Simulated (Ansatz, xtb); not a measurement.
## Two isomers of C5H4BF3

We compare X, `FB(F)[C@@H]1[C@@H]2C=C[C@]12F`, a singlet, with Y, `C#C[C@@]1(B(F)F)C[C@@H]1F`, a singlet. Both are isolated molecules in the gas phase, relaxed with PBE0-D3(BJ)/def2-SVP; the shapes shown needn't be the lowest conformers.

X (Å):

| atom | x (Å) | y (Å) | z (Å) |
| --- | --- | --- | --- |
| C | -0.5499 | 1.2635 | 0.4356 |
| C | -0.7620 | 0.6485 | -0.9551 |
| C | -0.4948 | 1.6993 | -2.0232 |
| C | -1.4321 | 2.5434 | -1.5583 |
| C | -1.7655 | 1.6027 | -0.4198 |
| B | 0.5505 | 2.3015 | 0.7944 |
| F | 0.6344 | 2.7921 | 2.0191 |
| F | 1.4387 | 2.7421 | -0.0773 |
| F | -2.9980 | 1.3365 | 0.0285 |
| H | -0.8484 | 0.5951 | 1.2543 |
| H | -0.9000 | -0.4257 | -1.0893 |
| H | 0.3163 | 1.8113 | -2.7460 |
| H | -1.6928 | 3.5840 | -1.7636 |

Y (Å):

```yaml
atoms:
  - { symbol: C, position_ang: [1.9439, 0.2253, -0.5881] }
  - { symbol: C, position_ang: [1.0248, 0.9750, -0.3409] }
  - { symbol: C, position_ang: [-0.0704, 1.8626, -0.0551] }
  - { symbol: C, position_ang: [-1.4612, 1.5420, -0.6387] }
  - { symbol: C, position_ang: [-1.2155, 1.3074, 0.7868] }
  - { symbol: B, position_ang: [0.2568, 3.3738, 0.1503] }
  - { symbol: F, position_ang: [1.4909, 3.7940, 0.3207] }
  - { symbol: F, position_ang: [-0.7018, 4.2791, 0.1497] }
  - { symbol: F, position_ang: [-1.7896, 2.1254, 1.6934] }
  - { symbol: H, position_ang: [2.7652, -0.4325, -0.8039] }
  - { symbol: H, position_ang: [-1.5306, 0.6842, -1.3107] }
  - { symbol: H, position_ang: [-2.0716, 2.4105, -0.8971] }
  - { symbol: H, position_ang: [-1.0869, 0.2895, 1.1676] }
```

**Question.** Estimate which is lower in electronic energy at CCSD(T)/def2-SVP + ΔMP2/def2-TZVPP, and by roughly how much.

**Answer.** The CCSD(T)/def2-SVP + ΔMP2/def2-TZVPP calculation puts structure Y lower, by 10.1 kcal/mol.

Level by level:

```json
{"level": "GFN2-xTB", "geometry": "GFN2-xTB", "E(Y) − E(X) (kcal/mol)": "−6.2", "departure from the last row (kcal/mol)": "+3.9", "job, with rough time for the two": "optimisation, 0.25 s"}
{"level": "HF/STO-3G", "geometry": "GFN2-xTB", "E(Y) − E(X) (kcal/mol)": "−6.7", "departure from the last row (kcal/mol)": "+3.4", "job, with rough time for the two": "single point, 0.36 s"}
{"level": "r2SCAN-D4/def2-SVP", "geometry": "GFN2-xTB", "E(Y) − E(X) (kcal/mol)": "−7.8", "departure from the last row (kcal/mol)": "+2.2", "job, with rough time for the two": "single point, 4.2 s"}
{"level": "PBE0-D3(BJ)/def2-SVP", "geometry": "PBE0-D3(BJ)/def2-SVP", "E(Y) − E(X) (kcal/mol)": "−4.0", "departure from the last row (kcal/mol)": "+6.1", "job, with rough time for the two": "optimisation, 73 s"}
{"level": "HF/def2-SVP", "geometry": "PBE0-D3(BJ)/def2-SVP", "E(Y) − E(X) (kcal/mol)": "−16.4", "departure from the last row (kcal/mol)": "−6.3", "job, with rough time for the two": "part of the CCSD(T) run"}
{"level": "MP2/def2-SVP", "geometry": "PBE0-D3(BJ)/def2-SVP", "E(Y) − E(X) (kcal/mol)": "−11.6", "departure from the last row (kcal/mol)": "−1.6", "job, with rough time for the two": "part of the CCSD(T) run"}
{"level": "CCSD(T)/def2-SVP", "geometry": "PBE0-D3(BJ)/def2-SVP", "E(Y) − E(X) (kcal/mol)": "−10.3", "departure from the last row (kcal/mol)": "−0.2", "job, with rough time for the two": "single point"}
{"level": "CCSD(T)/def2-SVP + ΔMP2/def2-TZVPP", "geometry": "PBE0-D3(BJ)/def2-SVP", "E(Y) − E(X) (kcal/mol)": "−10.1", "departure from the last row (kcal/mol)": "", "job, with rough time for the two": "single point, 1.8 min"}
```

As drawn, Y has 1 C≡C in place of 1 C–C, 1 C=C. Structure X has a 3-membered ring and a 4-membered ring, Y a 3-membered ring.

None of the levels shown reverses the order. The largest departure from CCSD(T)/def2-SVP + ΔMP2/def2-TZVPP is that of HF/def2-SVP, 6.3 kcal/mol. The last row adds to CCSD(T) the change of the MP2 difference between the two basis sets, here +0.2 kcal/mol.

With thermal terms from frequencies at re-optimised GFN2-xTB minima (ideal gas, soft modes damped towards free rotors, one conformer each, 298.15 K, 1 atm): the zero-point term adds −1.0 kcal/mol; ΔH is −10.4 and ΔG −11.9 kcal/mol.

The correlated steps freeze 9 core orbitals. Codes used: Ansatz 0.2.0, xtb 6.7.1; the last row on 4 threads of Arm Neoverse V2 on a shared host.
